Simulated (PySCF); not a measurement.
Does the answer move with the share of exact exchange?

Species: C3H10OSi.
Geometry (PBE0-D3(BJ)/def2-SVP, Å), atoms numbered from 1 in this order:
```xyz
15
C3H10OSi angstrom
C      2.4426   -0.2194   -0.3359
Si     0.7504    0.6012   -0.4178
C     -0.6067   -0.6681   -0.0432
C     -2.0007   -0.1814   -0.4207
O     -2.2519    1.1343    0.0048
H      2.6210   -0.6522    0.6612
H      2.5269   -1.0294   -1.0773
H      3.2442    0.5081   -0.5356
H      0.7094    1.7189    0.5766
H      0.5274    1.1724   -1.7834
H     -0.3772   -1.6091   -0.5729
H     -0.5595   -0.9133    1.0345
H     -2.7731   -0.8820   -0.0440
H     -2.1003   -0.1646   -1.5178
H     -2.1623    1.1618    0.9635
```

PySCF, pcSseg-1 basis, density fitting, gas phase, PBE0-D3(BJ)/def2-SVP geometry. One functional is left out:

```json
{"functional": "B97-D", "exact exchange (%)": "0", "HOMO energy (eV)": "-6.25", "LUMO energy (eV)": "0.33", "dipole moment (D)": "2.102"}
{"functional": "BLYP", "exact exchange (%)": "0", "HOMO energy (eV)": "-6.09", "LUMO energy (eV)": "0.20", "dipole moment (D)": "2.080"}
{"functional": "BP86", "exact exchange (%)": "0", "HOMO energy (eV)": "-6.32", "LUMO energy (eV)": "0.24", "dipole moment (D)": "2.128"}
{"functional": "LDA", "exact exchange (%)": "0", "HOMO energy (eV)": "-6.31", "LUMO energy (eV)": "-0.03", "dipole moment (D)": "2.196"}
{"functional": "OPBE", "exact exchange (%)": "0", "HOMO energy (eV)": "-6.15", "LUMO energy (eV)": "0.46", "dipole moment (D)": "2.092"}
{"functional": "PBE", "exact exchange (%)": "0", "HOMO energy (eV)": "-6.19", "LUMO energy (eV)": "0.18", "dipole moment (D)": "2.107"}
{"functional": "B3LYP", "exact exchange (%)": "20", "HOMO energy (eV)": "-7.58", "LUMO energy (eV)": "0.73", "dipole moment (D)": "2.153"}
{"functional": "PBE0", "exact exchange (%)": "25", "HOMO energy (eV)": "-7.83", "LUMO energy (eV)": "1.05", "dipole moment (D)": "2.187"}
{"functional": "mPW1PW91", "exact exchange (%)": "25", "HOMO energy (eV)": "-7.88", "LUMO energy (eV)": "1.06", "dipole moment (D)": "2.187"}
{"functional": "BHandHLYP", "exact exchange (%)": "50", "HOMO energy (eV)": "-9.32", "LUMO energy (eV)": "1.76", "dipole moment (D)": "2.224"}
```

Task: Predict the row of B97-2 (21 % exact exchange) by straight lines through the other rows, and check it.

Result: 
```
         property   line  computed  computed − line  B3LYP (20 %), for comparison
 HOMO energy (eV)  -7.56     -7.56             0.00                         -7.58
 LUMO energy (eV)   0.88      1.07            +0.19                          0.73
dipole moment (D)  2.166     2.168           +0.002                         2.153
```

Task: Which of these properties follows the share of exact exchange most closely, and which least?

Result: Most closely the HOMO energy, least the dipole moment; the correlations over the tabulated rows are HOMO energy -0.997, LUMO energy 0.971, dipole moment 0.777. The HOMO energy moves by -0.632 eV for every 10 %. Functionals with the same share still differ in their other parts: at 0 % BLYP and BP86 differ by 0.23 eV in it.
